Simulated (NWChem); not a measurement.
N-methylmethanimine (C2H5N); SMILES C=NC

```xyz
8

C     -0.1298     1.1401     0.0000
N      0.5274    -0.1355     0.0000
C     -0.1802    -1.1795     0.0000
H      0.1954     1.7173     0.8810
H      0.1954     1.7173    -0.8810
H     -1.2376     1.0836     0.0000
H     -1.2906    -1.1669     0.0000
H      0.3053    -2.1664     0.0000
```
Atoms are numbered in this order, from 1.

All runs: NWChem. All runs use the structure optimised with PBE0/def2-SVP. Ions are spin-unrestricted doublets at the neutral geometry; other ion states weren't tried. Functional: LC-ωPBE (HJS hole) with def2-SVP; rows give the range parameter ω in 1/bohr.

```json
[
 {"range parameter (1/bohr)": "0.10", "vertical ionisation energy, ΔSCF (eV)": "9.55", "−ε(HOMO) (eV)": "7.07", "ΔSCF minus −ε(HOMO) (eV)": "2.48"},
 {"range parameter (1/bohr)": "0.15", "vertical ionisation energy, ΔSCF (eV)": "9.58", "−ε(HOMO) (eV)": "7.72", "ΔSCF minus −ε(HOMO) (eV)": "1.86"},
 {"range parameter (1/bohr)": "0.25", "vertical ionisation energy, ΔSCF (eV)": "9.68", "−ε(HOMO) (eV)": "8.80", "ΔSCF minus −ε(HOMO) (eV)": "0.88"},
 {"range parameter (1/bohr)": "0.35", "vertical ionisation energy, ΔSCF (eV)": "9.77", "−ε(HOMO) (eV)": "9.61", "ΔSCF minus −ε(HOMO) (eV)": "0.16"},
 {"range parameter (1/bohr)": "0.60", "vertical ionisation energy, ΔSCF (eV)": "9.85", "−ε(HOMO) (eV)": "10.86", "ΔSCF minus −ε(HOMO) (eV)": "-1.01"}
]
```
